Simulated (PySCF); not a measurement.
# Spinor energies of Yb⁴⁺ (ytterbium, charge +4)

Start: [Xe] 4f12; 4f5/2 filled at m_j = -5/2, -3/2, -1/2, +1/2, +3/2, +5/2; 4f7/2 filled at m_j = -3/2, -1/2, +1/2, +3/2, +5/2, +7/2. Calculated with PySCF 2.14 in x2c-SVPall-2c (7s10p9d3f1g, 112 functions): generalised Hartree-Fock with the X2C-1e Hamiltonian and a Gaussian nucleus; one run each with spin-orbit coupling (SO) switched off, then screened by Boettger's factors.

```tsv
spinor shell	electrons	ε, spin-free (eV)	ε, screened SO (eV)	weight of nominal j (screened SO)	rms radius, screened SO (bohr)
1s1/2	2	-61701.4	-61686.0	1.000	0.0223
2s1/2	2	-10635.0	-10630.2	1.000	0.0901
2p1/2	2	-9379.2	-10123.2	1.000	0.0768
2p3/2	4	-9379.2	-9070.3	1.000	0.0838
3s1/2	2	-2500.4	-2498.9	1.000	0.231
3p1/2	2	-2114.8	-2275.4	1.000	0.222
3p3/2	4	-2114.8	-2047.1	1.000	0.237
3d3/2	4	-1641.5	-1670.8	1.000	0.210
3d5/2	6	-1641.5	-1620.5	1.000	0.214
4s1/2	2	-567.15	-566.70	1.000	0.518
4p1/2	2	-437.67	-475.37	0.998	0.529
4p3/2	4	-437.67	-421.62	0.999	0.561
4d3/2	4	-263.54	-271.21	0.982	0.594
4d5/2	6	-263.54	-258.09	0.988	0.605
5s1/2	2	-116.10	-116.03	1.000	1.27
5p1/2	2	-81.121	-86.746	0.993	1.37
5p3/2	4	-81.121	-78.744	0.996	1.47
4f5/2	6	-71.817	-73.032	0.908	0.757
4f7/2	6	-71.817	-70.425	0.922	0.770
```

```tsv
quantity	spin-free	screened SO
E (hartree)	-14045.77816	-14058.91636
M_J	6	6
⟨J²⟩	42.007	42.007
⟨L²⟩	30.006	30.199
⟨S²⟩	2.001	2.083
```

Each row is a mean over spinors that exchange with the open shell spreads, by up to 14.404 eV (4d5/2).

Breit and QED terms are absent; they matter most for the inner s and p1/2 levels.

Densities and radii are taken from the X2C orbitals without a picture-change correction, which distorts them close to the nucleus.

Without spin-orbit coupling the j labels of p, d and f shells carry no meaning; the spin-free column gives the mean over the occupied spinors of each nl shell.
